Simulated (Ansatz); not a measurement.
Consider the substitution at a C–N bond: `C[NH][Ga]([SH])[Cl]` + `O[SiH](F)O[SiH2]Cl` → `CO[SiH](F)O[SiH2]Cl` + `[NH2][Ga]([SH])[Cl]`.

Isolated molecules relaxed with PBE0-D4/def2-TZVP in Ansatz; ΔE leaves out vibrations. CCSD(T)/CBS is the MP2 limit (def2-TZVPP, def2-QZVPP) plus CCSD(T) − MP2 in def2-TZVPP, frozen cores. DFT in def2-TZVPP. B3LYP here is the variant with VWN-RPA as its local correlation; programs differ in this. For Ga outer-core shells are correlated without core-valence functions, which leaves a few kJ/mol of doubt a bond. Scalar relativity is left out up to krypton. One conformer a species, not always the lowest.

```
             level  ΔE (eV)
          B3LYP-D4     0.15
            B2PLYP     0.16
SCS-MP2/def2-QZVPP     0.19
    CCSD/CBS(def2)     0.18
```

(1) What does CCSD(T)/CBS give? (Estimate.)

Largest T1 diagnostic among the species: 0.012.

Answers

(1) Computed: +0.19 eV. The listed levels differ from it by -0.04, -0.03, 0.00, -0.01 eV.

In def2-TZVPP, CCSD(T) changes the Hartree–Fock value by +0.12 eV (the triples alone add +0.02 eV) and MP2 by +0.15 eV.
